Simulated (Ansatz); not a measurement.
Basis sets compared for `FC(F)(F)c1cc2sc(-c3cc4sc(-c5cc6sc(-c7cc8sc(C(F)(F)F)cc8s7)cc6s5)cc4s3)cc2s1`. The state is a singlet with charge 0. Geometry PBE-D4/def2-SVP. Ansatz on 2 threads of AMD EPYC 7R13 on a shared host and a share (18 GiB) of an NVIDIA H100 80GB HBM3; times are rough, and most runs start from earlier orbitals.

```xyz
48

F    -6.5808    8.8086   -7.7634
C    -6.4576    9.1163   -6.4480
F    -7.7030    9.2504   -5.9390
F    -5.8518   10.3279   -6.3901
C    -5.6914    8.0712   -5.6969
C    -6.1754    7.2734   -4.6746
C    -5.1709    6.3849   -4.2089
S    -5.0828    5.1537   -2.9831
C    -3.4006    4.8024   -3.3976
C    -2.6760    3.7807   -2.6800
C    -1.2922    3.6230   -2.5817
C    -0.9511    2.4965   -1.7972
S     0.5399    1.7642   -1.2790
C    -0.3329    0.5101   -0.3868
C     0.3888   -0.5081    0.3348
C    -0.1336   -1.4853    1.1877
C     0.8827   -2.3147    1.7148
S     0.9209   -3.6734    2.8024
C     2.6817   -3.7849    2.6706
C     3.3908   -4.8038    3.4037
C     2.8783   -5.7339    4.3093
C     3.8956   -6.5768    4.8231
S     3.9378   -7.8954    5.9574
C     5.6716   -8.0519    5.7437
C     6.4244   -9.1192    6.4765
F     6.1947   -9.0717    7.8118
F     6.0721  -10.3639    6.0678
F     7.7550   -8.9854    6.2770
C     6.2012   -7.1407    4.8454
C     5.1848   -6.2998    4.3219
S     5.1373   -4.9802    3.1886
C     3.2029   -2.8116    1.8152
C     2.1864   -1.9868    1.2801
S     2.1471   -0.6324    0.1893
C    -1.7182    0.6652   -0.4918
C    -2.0593    1.7868   -1.2825
S    -3.5506    2.5175   -1.8032
C    -2.9330    5.6166   -4.4294
C    -3.9360    6.5123   -4.8787
S    -4.0152    7.7482   -6.1013
H    -7.2027    7.3431   -4.2968
H    -0.5752    4.3172   -3.0386
H    -1.2023   -1.5732    1.4184
H     1.8153   -5.7858    4.5789
H     7.2679   -7.0996    4.5939
H     4.2757   -2.7118    1.6039
H    -2.4381   -0.0153   -0.0200
H    -1.9220    5.5352   -4.8479
```

Single mean-field runs in def2-SVP, def2-mTZVP are fitted with def2-universal-jkfit.

Binding counts from free atoms (F doublet, C triplet, S triplet, H doublet) in the same basis, without a counterpoise term.

| level | functions | energy (Eh) | HOMO (eV) | LUMO (eV) | binding per atom (eV) | wall time |
| --- | --- | --- | --- | --- | --- | --- |
| HF/STO-3G | 240 | -4710.9075 | -4.19 | 3.54 | 4.00 | 3.2 s |
| HF/def2-SVP | 632 | -4763.7762 | -6.99 | 0.01 | 3.61 | 3.9 s |
| r2SCAN-D4/def2-SVP (with forces) | 632 | -4777.0701 | -5.04 | -3.29 | 5.34 | 7.5 s |

Estimate the rows for r2SCAN-D4/def2-mTZVP.


| level | functions | energy (Eh) | HOMO (eV) | LUMO (eV) | binding per atom (eV) | wall time |
| --- | --- | --- | --- | --- | --- | --- |
| r2SCAN-D4/def2-mTZVP | 808 | -4779.8101 | -5.01 | -3.29 | 5.20 | 6.5 s |
